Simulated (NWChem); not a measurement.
The numbers come from NWChem runs, not from measurements. System: disilazane (H7NSi2), charge 0, spin multiplicity 1, at a geometry optimised with PBE/def2-SVP. Level: MP2/def2-TZVP, 11 core orbitals frozen.

Job file:

```
start mol
memory heap 200 mb stack 900 mb global 1100 mb
geometry units angstroms nocenter noautoz
  Si    -0.113619    -0.071621    -1.584454
  N      0.528758     0.323110     0.000000
  Si    -0.113619    -0.071621     1.584454
  H      1.006726    -0.445513    -2.519984
  H     -1.049368    -1.233891    -1.411037
  H     -0.874277     1.059351    -2.234737
  H      1.313866     0.983717     0.000000
  H     -0.874277     1.059351     2.234737
  H      1.006726    -0.445513     2.519984
  H     -1.049368    -1.233891     1.411037
  symmetry group Cs
end
basis spherical
  * library def2-tzvp
end
scf
  rhf
  nopen 0
  maxiter 100
  thresh 1e-7
  semidirect memsize 60000000 filesize 0
end
mp2
  freeze core 11
end
task mp2 energy
```

Output (cleaned and shortened):

```
             Northwest Computational Chemistry Package (NWChem) 7.3.0
             --------------------------------------------------------

                                NWChem Input Module
                                -------------------

 Scaling coordinates for geometry "geometry" by  1.889725989
 (inverse scale =  0.529177249)

 Turning off AUTOSYM since
 SYMMETRY directive was detected!

                             Geometry "geometry" -> ""
                             -------------------------

 Output coordinates in angstroms (scale by  1.889725989 to convert to a.u.)

  No.       Tag          Charge          X              Y              Z
 ---- ---------------- ---------- -------------- -------------- --------------
    1 Si                  14.0000    -0.11361900    -0.07162100    -1.58445400
    2 N                    7.0000     0.52875800     0.32311000     0.00000000
    3 Si                  14.0000    -0.11361900    -0.07162100     1.58445400
    4 H                    1.0000     1.00672600    -0.44551300    -2.51998400
    5 H                    1.0000    -1.04936800    -1.23389100    -1.41103700
    6 H                    1.0000    -0.87427700     1.05935100    -2.23473700
    7 H                    1.0000     1.31386600     0.98371700     0.00000000
    8 H                    1.0000    -0.87427700     1.05935100     2.23473700
    9 H                    1.0000     1.00672600    -0.44551300     2.51998400
   10 H                    1.0000    -1.04936800    -1.23389100     1.41103700

 Effective nuclear repulsion energy (a.u.)     154.4162924762

            Nuclear Dipole moment (a.u.)
            ----------------------------
        X                 Y               Z
 ---------------- ---------------- ----------------
     0.0000037795    -0.0000132281     0.0000000000

      Symmetry information
      --------------------

 Group name             Cs
 Group number              2
 Group order               2
 No. of unique centers     6

      Symmetry unique atoms

     1    2    4    5    6    7


 Summary of "ao basis" -> "" (spherical)
[...]
     1   1 0 0      0.271020      0.000000      0.000004
     1   0 1 0      0.260284      0.000000     -0.000013
     1   0 0 1     -0.000000      0.000000      0.000000

     2   2 0 0    -27.276634      0.000000     35.006644
     2   1 1 0      1.597938      0.000000      9.129467
     2   1 0 1      0.000000      0.000000      0.000000
     2   0 2 0    -27.686380      0.000000     26.884809
     2   0 1 1      0.000000      0.000000      0.000000
     2   0 0 2    -28.855451      0.000000    346.266943

                   NWChem MP2 Semi-direct Energy/Gradient Module
                   ---------------------------------------------

  Basis functions       =    147
  Molecular orbitals    =    147
  Frozen core           =     11
  Frozen virtuals       =      0
  Active alpha occupied =     10
  Active beta occupied  =     10
  Active alpha virtual  =    126
  Active beta virtual   =    126
  Use MO symmetry       = T
  Use skeleton AO sym   = T

  AO/Fock/Back tols     =   1.0D-09  1.0D-09  1.0D-09

 GA uses MA = F    GA memory limited = T

 Available:
  local mem=  1.26D+08
 global mem=  1.44D+08
 local disk=  0.00D+00
  mp2_memr nvloc                   126
  nvloc new                   126
   1 passes of  10:        5242880                     107057                  44710544.
   1 passes of  10: M    126148340           G      144135982           F     120905460.

 Semi-direct pass number   1 of   1  for RHF alpha+beta  at       10.5s
  vrange nnbf                 10428
  mp2_eaftype                   170  avail_ma_in_mb                  1099
 EAF : mp2_eaftype filesize         170   22355272.
  mp2_eaf for mointskh                    170
Node 0 wrote    105.1 Mb in      0.2 s     Agg I/O rate:   544.8 Mb/s
 Done moints_semi at       25.6s
  mp2_eaftype                   170  avail_ma_in_mb                   929
 EAF : mp2_eaftype filesize         170   22355272.
  mp2_eaf for kh                   170
 Done maket at       26.2s
 Done multipass loop at       26.2s

          -------------------------------------------
          SCF energy                -636.477472396223
          Correlation energy          -0.450072756150
          Singlet pairs               -0.321317420514
          Triplet pairs               -0.128755335636
          Total MP2 energy          -636.927545152373
          -------------------------------------------

          ---------------------------------------------------
                    Spin Component Scaled (SCS) MP2
          Same spin pairs                     -0.085836890424
          Same spin scaling factor             0.333333333333
          Opposite spin pairs                 -0.364235865726
          Opposite spin scaling fact.          1.200000000000
          SCS-MP2 correlation energy          -0.465695335679
          Total SCS-MP2 energy              -636.943167731902
          ---------------------------------------------------

 -----------------------
 Performance information
 -----------------------

 Timer overhead =  1.37D-07 seconds/call

               Nr. of calls         CPU time (s)                 Wall time (s)                GFlops
             ---------------    -------------------     ------------------------------   -------------------
Name         Min   Avg   Max    Min     Avg     Max     Min     Avg     Max   Mx/calls   Min     Max     Sum
mp2: moin     1     1     1    15.     15.     15.      15.     15.     15.     15.      0.0     0.0     0.0
mp2: make     1     1     1   0.62    0.62    0.62     0.62    0.62    0.62    0.62      0.0     0.0     0.0
mp2: tota     1     1     1    16.     16.     16.      16.     16.     16.     16.      0.0     0.0     0.0

 The average no. of pstat calls per process was 3.00D+00
 with a timing overhead of 4.12D-07s

 Task  times  cpu:       26.2s     wall:       26.2s

 Total times  cpu:       26.2s     wall:       26.2s
```
